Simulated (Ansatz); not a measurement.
The same carbene extrusion along the group B, Al, Ga, In.

Program: Ansatz. Geometries: PBE0-D4/def2-TZVP. ΔE: electronic, gas phase. CCSD(T)/CBS adds triple-zeta CCSD(T) − MP2 to the extrapolated MP2 energy (def2 sets, frozen cores). This one scheme is used for every species. Triplets are unrestricted, without spin–orbit coupling. def2 core potentials past Kr. For Ga, In outer-core shells are correlated without core-valence functions, which leaves a few kJ/mol of doubt a bond. Scalar relativity is left out up to krypton.

```json
{"reaction": "`[BH3-][NH2+]C` → `[BH3-][NH3+]` + `[CH2]` (triplet)", "CCSD/CBS(def2) (kJ/mol)": "404"}
{"reaction": "`C[NH2+][AlH3-]` → `[NH3+][AlH3-]` + `[CH2]` (triplet)", "CCSD/CBS(def2) (kJ/mol)": "396"}
{"reaction": "`C[NH2+][GaH3-]` → `[NH3+][GaH3-]` + `[CH2]` (triplet)", "CCSD/CBS(def2) (kJ/mol)": "396"}
{"reaction": "`C[NH2+][InH3-]` → `[NH3+][InH3-]` + `[CH2]` (triplet)", "CCSD/CBS(def2) (kJ/mol)": "395"}
```

(1) Give the CCSD(T)/CBS values in the same order. (An estimate is asked.)

Largest T1 diagnostic: 0.013, for `[NH3+][InH3-]`.

Answers

(1) Ansatz gave: 415, 406, 407, 405 kJ/mol.
